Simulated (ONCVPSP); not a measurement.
## What one change does to a pseudopotential (sulfur (S), ONCV)

- Element: S (Z = 16)
- Generator: ONCVPSP 4.0.1
- Type: optimised norm-conserving Vanderbilt (ONCV)
- Functional: LDA (Perdew-Zunger)
- Relativity: scalar-relativistic
- Frozen core: [Ne]
- Valence charge: 6
- Reference configuration: 3s2 3p4
- Partial waves: 3s: rc 1.30 bohr, ncon 5, nbas 9, qcut 5.1 1/bohr, 3 projectors, debl 3.8 Ha; 3p: rc 1.30 bohr, ncon 5, nbas 8, qcut 5.9 1/bohr, local; d scattering state at 0.26 Ha: rc 1.35 bohr, ncon 3, nbas 7, qcut 6.2 1/bohr, 1 projector
- Local potential: the p channel
- Core correction: polynomial model core, fcfact 0.6

Change: s: qcut 3.8.

Cutoffs: the cutoffs (Ha) at which the residual kinetic energy of the hardest occupied pseudo-wave falls to 1 and 0.1 mHa per electron; they do not see the model core or the augmentation charge, which bear on the density cutoff. Errors are all-electron minus pseudo energies relative to the spin-unpolarised reference configuration.

Predict the effect on cutoff, ghosts and configuration errors.

The potential gets neither clearly harder nor softer (52 Ha and 109 Ha → 52 Ha and 108 Ha); both files keep a bound ghost (s); of the 4 tests that both files solve, the error grows in 0 and shrinks in 1 by more than 15 % and 0.3 meV (median size 10.3 → 10.5 meV).

| quantity | base | changed |
| --- | --- | --- |
| cutoff, loose | 52 Ha | 52 Ha |
| cutoff, tight | 109 Ha | 108 Ha |
| loose cutoff by channel | s 14 Ha, p 52 Ha | s 27 Ha, p 52 Ha |
| bound ghosts | s | s |
| GHOST(+) flags under 300 eV | none | none |
| error for 3s2 3p3, meV [ΔE 11.86 eV] | +2.5 | +2.6 |
| error for 3s2 3p2, meV [ΔE 34.24 eV] | +18 | +18 |
| error for 3s2 3p1, meV [ΔE 68.39 eV] | +57 | +59 |
| error for 3s1 3p5, meV [ΔE 10.24 eV] | +1.1 | +0.5 |
| s: phases at 1.32 bohr within 0.05 rad from the reference energy up to (Ha; the scan ends near 5) | to the end of the scan | to the end of the scan |
| p: phases at 1.32 bohr within 0.05 rad from the reference energy up to (Ha; the scan ends near 5) | 3.5 | 3.5 |
| d: phases at 1.37 bohr within 0.05 rad from the reference energy up to (Ha; the scan ends near 5) | 3.9 | 3.9 |
| rms error of d²Exc/dni dnj with the model core, mHa | 0.39 | 0.33 |

 A true bound ghost makes a file unfit for plane-wave use even where its test errors are small: the radial tests pick states by their node count and pass the ghost by.
